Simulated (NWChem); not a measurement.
System: CH$_{7}$FSi$_{2}$; SMILES FC[SiH2][SiH3]

```xyz
11

F     -1.0524     1.7773    -0.2402
C      0.1558     1.6470     0.4149
Si     1.0073     0.0350    -0.1495
Si    -0.5279    -1.7273     0.0450
H     -0.0250     1.6299     1.5051
H      0.7808     2.5325     0.2006
H      2.2080    -0.1941     0.7149
H      1.4605     0.1745    -1.5673
H     -1.6781    -1.5096    -0.8816
H     -1.0405    -1.7865     1.4486
H      0.1201    -3.0330    -0.2848
```
Atoms are numbered in this order, from 1.

All runs: NWChem. Coordinates come from a PBE0/def2-SVP optimisation.

Problem. What does the run give for PBE/def2-SVP? Quantities: highest occupied level (eV); orbital gap (eV); dipole (D).

Solution. The highest occupied level (eV) is -6.89 and the orbital gap (eV) is 6.33. The dipole (D) is 1.32.
